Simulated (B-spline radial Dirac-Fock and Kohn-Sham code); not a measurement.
Z = 54 (xenon), transition energy 348 keV. These are calculated numbers from a radial atomic solver; the model is a Dirac-Hartree-Slater potential of the neutral atom with a Latter tail (no hole, which puts coefficients of high multipoles low close above an edge), finite nucleus with surface currents. Subshells that would emit electrons below 1 keV are left out.

Task: A pure transition shows α(K) = 0.00617, L1/L2 = 17.3 and L1/L3 = 13.6. What is its multipolarity?
A. M2
B. E4
C. M3
D. E2
E. M1
F. M4
G. E1
H. E3

Result: G. For comparison, α(K), L1/L2, L1/L3 are E2 0.0218, 3.63, 4.64; E3 0.0687, 1.13, 1.91; E4 0.210, 0.503, 0.968; M1 0.0240, 18.8, 77.8; M2 0.0935, 11.1, 25.2; M3 0.317, 7.25, 7.36; M4 1.06, 5.22, 3.29.
